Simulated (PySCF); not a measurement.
C2H8O2Si2, SMILES [Si@H](O)(C=C)[SiH2]O. Atoms are numbered in the order given.

```xyz
14

C      1.6589     0.1981    -1.8699
C      1.1888     1.0023    -0.9025
Si     0.6421     0.3378     0.7700
O      1.3057    -1.1866     1.0069
Si    -1.6780     0.0346     0.5564
O     -1.9123    -0.6052    -0.9772
H      1.7933    -0.8763    -1.6970
H      1.9418     0.5702    -2.8612
H      1.0713     2.0723    -1.1249
H      1.0581     1.3010     1.8379
H      2.2697    -1.2333     1.0346
H     -2.3642     1.3563     0.7201
H     -2.2647    -0.9158     1.5394
H     -1.2359    -0.3570    -1.6214
```

The structure is a stationary point at B3LYP-D3(BJ)/def2-SVP. The structure was generated by enumeration; whether it is a known compound was not checked. Other conformers were not sampled.

All values below come from PySCF with PBE0/def2-TZVP.

Atomic charges (e):

```
atom  Löwdin  meta-Löwdin
----  ------  -----------
C1         …        -0.24
C2     -0.32        -0.37
Si3        …         0.73
O4         …        -0.75
Si5     0.09         0.62
O6     -0.15        -0.75
H7         …         0.12
H8         …         0.12
H9         …         0.13
H10    -0.03        -0.11
H11     0.18         0.35
H12    -0.04        -0.11
H13    -0.03        -0.09
H14        …         0.35
```

### Question
What belongs in the gaps? (An estimate is asked for; the answer gives what the named calculation found.)

### Answer

- C1, Löwdin: -0.22
- Si3, Löwdin: 0.09
- O4, Löwdin: -0.14
- H7, Löwdin: 0.13
- H8, Löwdin: 0.12
- H9, Löwdin: 0.14
- H14, Löwdin: 0.18

### Question
Give the Mayer and Wiberg (Löwdin basis) orders of the bonds. (Estimate from the structure and the level; the computed values follow.)

### Answer

| bond | Mayer | Wiberg |
|---|---|---|
| C1–C2 | 1.90 | 2.20 |
| C2–Si3 | 0.96 | 1.10 |
| Si3–O4 | 1.16 | 1.63 |
| Si3–Si5 | 0.93 | 1.02 |
| Si5–O6 | 1.15 | 1.66 |
| C1–H7 | 0.95 | 0.89 |
| C1–H8 | 0.95 | 0.89 |
| C2–H9 | 0.93 | 0.84 |
| Si3–H10 | 0.91 | 0.90 |
| O4–H11 | 0.88 | 1.02 |
| Si5–H12 | 0.92 | 0.94 |
| Si5–H13 | 0.94 | 0.94 |
| O6–H14 | 0.87 | 1.01 |
